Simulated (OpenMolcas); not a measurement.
**2s² 2p along the 5-electron sequence**

- Program: OpenMolcas
- Method: MS-CASPT2, IPEA 0.25 Eh, imaginary shift 0.1 Eh
- Basis: ANO-RCC-VTZP
- Scalar Hamiltonian: DKH2, point nucleus
- Spin-orbit coupling: RASSI with atomic mean-field integrals over the reference wave functions, term energies averaged over their components

Active space for each ion: 3 electrons in 8 orbitals (2s 2p 3s 3p); closed shells correlated by CASPT2: 1s.

Computed levels in cm-1 above ²P°_1/2:

```tsv
Level	C+	N2+	O3+
²P°_3/2	59.2	168	377
weight of ²P° in the lowest level (%)	100	100	100
```

Measured, with the error of the calculation in %. Measured levels: C+ from NIST Handbook of Basic Atomic Spectroscopic Data; N2+ from Moore, Selected Tables of Atomic Spectra, NSRDS-NBS 3, section 5; O3+ from Moore, Selected Tables of Atomic Spectra, NSRDS-NBS 3, section 10.

```json
{"Level": "²P°_3/2", "C+": "63.4 (-6.6)", "N2+": "174 (-3.5)", "O3+": "386 (-2.3)"}
```

The fine-structure level ²P°_3/2 changes by a factor of 6.37 from C+ to O3+. Its fourth root runs 2.77, 3.60, 4.41, with steps per unit of Z of 0.83, 0.81; equal steps would mean a (Z - σ)^4 law with constant σ.

The run also gave levels led by 2s² 3p, which use shells meant for correlation; these and all levels above them are left out (holds for C+). Active for correlation alone: 3p 3s; no level in the range computed is led by a configuration that fills them, so any true level of that kind is missing (holds for N2+; O3+). Computed and measured levels are paired by configuration, term and J; levels that our copy of the source lacks, or whose pairing is in doubt (as where it misses far off the trend of its configuration), stay unpaired and out of the deviations. Levels of configurations outside the active space are missing.

° marks odd parity.
